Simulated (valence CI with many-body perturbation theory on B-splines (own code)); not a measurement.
W+ in three bases

Calculated by relativistic CI+MBPT: five valence electrons over a frozen Dirac-Fock core [Xe] 4f14, radial functions for each j: 7 s, 7 p, 8 d, 6 f, 4 g, 1 h, with the one-electron correlation potential Σ1, the two-electron term Σ2, the three-electron term Σ3, Breit, model QED; selected CI, second order for the rest, scaled by the run's own slope (own B-spline code, finite nucleus).

Set against measurement, 7 paired levels are off by 243 cm⁻¹ on average, the worst by 891. These come from a selection out of the NIST Handbook of Basic Atomic Spectroscopic Data. Levels without a partner in it may be off by more, other configurations by 1,000 to 4,000 cm⁻¹. Among the levels kept, up to 2600 cm⁻¹ of a level comes from second order outside the variational space, and about a tenth of that is noise between levels of different J, which matters for small intervals. Only levels of the ground parity were solved; by the run's estimate the other parity begins above the list, which can be wrong where configurations are misplaced. 1 measured level below the end of the list, from 8711 cm⁻¹ on, found no clear computed partner, and computed levels of the same name lie up to 12298 cm⁻¹ from them.

The reference run has the lowest level 5d⁴6s ⁶D_1/2 and an ionisation energy of 15.6038 eV. Its largest variational space holds 20000 state functions.

Names give the largest LS component (configuration and term), which can be under half, so a name can repeat, a term be missing and a line seem to break the LS rules; names also repeat where a configuration has a term twice.

Changed runs:
A. basis 6 s, 6 p, 5 d, 5 f, 1 g
B. basis 5 s, 5 p, 4 d, 4 f

Excitation energies of the reference run in cm⁻¹, and shifts in cm⁻¹:

```
                 Level  Reference        A        B
          5d⁴6s ⁶D_3/2       1443      -44      -64
          5d⁴6s ⁶D_5/2       3073      -87     -111
          5d⁴6s ⁶D_7/2       4611      -87      -96
          5d⁴6s ⁶D_9/2       6066      -73      -55
            5d⁵ ⁶S_5/2       6529     +303     +233
         5d³6s² ⁴F_3/2       9018      -83     +171
          5d⁴6s ⁴P_1/2       9018     +108     +284
          5d⁴6s ⁴P_3/2      10766      +43     +245
         5d³6s² ⁴F_5/2      11514      -88     +175
          5d⁴6s ⁴D_1/2      13063     +127     +517
          5d⁴6s ⁴P_5/2      13437     +107     +359
         5d³6s² ⁴F_7/2      13646      -47     +303
Ionisation energy (eV)    15.6038  -0.0255  -0.0466
```
